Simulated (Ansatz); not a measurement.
Relaxation of CH7FSn (10 atoms, charge 0, multiplicity 1), to a largest force component of 0.03 eV/Å in at most 50 steps.

Method: RHF/def2-SVP in Ansatz 0.2.0.

```xyz
10
Properties=species:S:1:pos:R:3
Sn -0.405 0.119 -0.632
H 0.197 -1.152 1.959
C 1.724 0.247 -0.398
H 2.126 -0.679 0.012
H 2.201 0.446 -1.358
H 1.954 1.063 0.287
H -0.996 1.100 -1.900
H -1.037 -1.462 -0.716
F -1.168 0.907 0.923
H -0.219 -0.592 2.097
```

Question: Where does it end, and by what steps?

Answer: The run converged. The force dipped under the threshold on the way, but the program's further checks kept it going. After 29 steps the energy has fallen by 0.193 eV; H2 moved furthest, 1.93 Å.

| step | energy less start (eV) | largest force component (eV/Å) | accepted |
| --- | --- | --- | --- |
| 0 | 0.0000 | 1.316 | yes |
| 2 | -0.1457 | 0.094 | yes |
| 4 | -0.1640 | 0.085 | yes |
| 6 | -0.1688 | 0.100 | yes |
| 8 | -0.1758 | 0.261 | yes |
| 10 | -0.1798 | 0.088 | yes |
| 12 | -0.1821 | 0.282 | no |
| 14 | -0.1859 | 0.077 | yes |
| 16 | -0.1873 | 0.128 | yes |
| 18 | -0.1891 | 0.024 | yes |
| 20 | -0.1903 | 0.078 | yes |
| 22 | -0.1914 | 0.064 | yes |
| 24 | -0.1918 | 0.102 | yes |
| 26 | -0.1923 | 0.061 | yes |
| 28 | -0.1927 | 0.030 | yes |
| 29 | -0.1929 | 0.028 | yes |

```xyz
10
Properties=species:S:1:pos:R:3
Sn -0.310 0.187 -0.981
H -0.327 -1.154 3.815
C 1.823 0.347 -0.827
H 2.222 -0.529 -0.312
H 2.274 0.409 -1.819
H 2.090 1.240 -0.261
H -1.075 1.599 -1.554
H -0.851 -1.221 -1.773
F -0.949 -0.007 0.837
H -0.520 -0.870 3.151
```

The run took 72 s on 1 thread of Arm Neoverse V1, on a shared host, peak memory 0.17 GiB.
